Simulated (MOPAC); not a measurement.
A run for MOPAC: PM7 on LiBe+, 2S+1 = 1, a point of a bond scan (R = 2.484 Å). Charge +1.

```
PM7 1SCF PRECISE CHARGE=1 THREADS=1
BeLi

Li     0.00000000 1     0.00000000 1     0.00000000 1
Be     0.00000000 1     0.00000000 1     2.48398200 1
```

It printed:

```
*******************************************************************************
 **                                                                           **
 **                              MOPAC v23.2.5                                **
 **                                                                           **
 *******************************************************************************
 ** MOPAC's Digital Object Identifier: https://doi.org/10.5281/zenodo.6511958 **
 **                                                                           **
 ** Please cite the open-source release paper for use of this MOPAC version:  **
 ** J. E. Moussa and J. J. P. Stewart (2026)                                  **
 ** MOPAC: An open-source semiempirical molecular orbital program             **
 ** J. Open Source Softw., 11(119), 8025, https://doi.org/10.21105/joss.08025 **
 *******************************************************************************

                              PM7 CALCULATION RESULTS

 *******************************************************************************
 *  PM7        - The PM7 Hamiltonian to be used
 *
 *
 *
 *                 CHARGE ON SYSTEM = +1
 *
 *
 *
 *  PRECISE    - TIGHTER CRITERIA TO BE USED
 *  1SCF       - DO 1 SCF AND THEN STOP
 *  THREADS=1  - MULTI-THREADING NOT USED
 *  T=         - A TIME OF 172800.0 SECONDS REQUESTED
 *  DUMP=N     - RESTART FILE WRITTEN EVERY 7200.0 SECONDS REQUESTED
 *******************************************************************************
PM7 1SCF PRECISE CHARGE=1 THREADS=1
 BeLi

   ATOM   CHEMICAL          X               Y               Z
  NUMBER   SYMBOL      (ANGSTROMS)     (ANGSTROMS)     (ANGSTROMS)

     1      Li          0.00000000  *   0.00000000  *   0.00000000  *
     2      Be          0.00000000  *   0.00000000  *   2.48398200  *



          CARTESIAN COORDINATES

    NO.       ATOM           X           Y           Z

     1        Li          0.0000      0.0000      0.0000
     2        Be          0.0000      0.0000      2.4840

 General Reference for PM7:
 "Optimization of Parameters for Semiempirical Methods VI: More Modifications to the
 NDDO Approximations and Re-optimization of Parameters", J. J. P. Stewart, J. Mol. Mod., 1:32, 19 (2013)
 https://link.springer.com/article/10.1007/s00894-012-1667-x

           Empirical Formula: Li Be  =     2 atoms



      MOLECULAR POINT GROUP   :   C*v


      RHF CALCULATION, NO. OF DOUBLY OCCUPIED LEVELS = 1


 -------------------------------------------------------------------------------
 PM7 1SCF PRECISE CHARGE=1 THREADS=1
 BeLi



     1SCF WAS SPECIFIED, SO BFGS WAS NOT USED
     SCF FIELD WAS ACHIEVED


                              PM7 CALCULATION
                                                       MOPAC v23.2.5 Linux




          FINAL HEAT OF FORMATION =        212.36062 KCAL/MOL =     888.51684 KJ/MOL


          COSMO AREA              =         91.42 SQUARE ANGSTROMS
          COSMO VOLUME            =         75.63 CUBIC ANGSTROMS

          IONIZATION POTENTIAL    =         13.581637 EV
          HOMO LUMO ENERGIES (EV) =        -13.582 -3.856
          NO. OF FILLED LEVELS    =          1
          MOLECULAR WEIGHT        =         15.9522         POINT GROUP:  C*v

          MOLECULAR DIMENSIONS (Angstroms)

            Atom       Atom       Distance
           Be     2   Li     1     2.48398
           Be     2   Li     1     0.00000
           Li     1   Be     2     0.00000


          SCF CALCULATIONS        =          1





   ATOM   CHEMICAL          X               Y               Z
  NUMBER   SYMBOL      (ANGSTROMS)     (ANGSTROMS)     (ANGSTROMS)

     1      Li          0.00000000  *   0.00000000  *   0.00000000  *
     2      Be          0.00000000  *   0.00000000  *   2.48398200  *

                             CARTESIAN COORDINATES

   1   Li        0.000000000     0.000000000     0.000000000
   2   Be        0.000000000     0.000000000     2.483982000


           Empirical Formula: Li Be  =     2 atoms



      MOLECULAR POINT GROUP   :   C*v


                  EIGENVALUES
 -13.58164  -3.85596  -1.59723  -1.59723  -1.59357  -0.38355  -0.38355  -0.37494


              NET ATOMIC CHARGES AND DIPOLE CONTRIBUTIONS

  ATOM NO.   TYPE          CHARGE      No. of ELECS.   s-Pop       p-Pop
    1         Li           0.834944        0.1651     0.16458     0.00047
    2         Be           0.165056        1.8349     1.77999     0.05496
 DIPOLE           X         Y         Z       TOTAL
 POINT-CHG.     0.000     0.000    -4.771     4.771
 HYBRID         0.000     0.000     1.373     1.373
 SUM            0.000     0.000    -3.398     3.398


          ATOMIC ORBITAL ELECTRON POPULATIONS

     Atom    s        px        py        pz
    1 Li   0.16458   0.00000   0.00000   0.00047
    2 Be   1.77999   0.00000   0.00000   0.05496

 **********************
 *                    *
 * JOB ENDED NORMALLY *
 *                    *
 **********************




 == MOPAC DONE ==
```

The run finished.

Cost: very roughly 0.020 core-seconds.
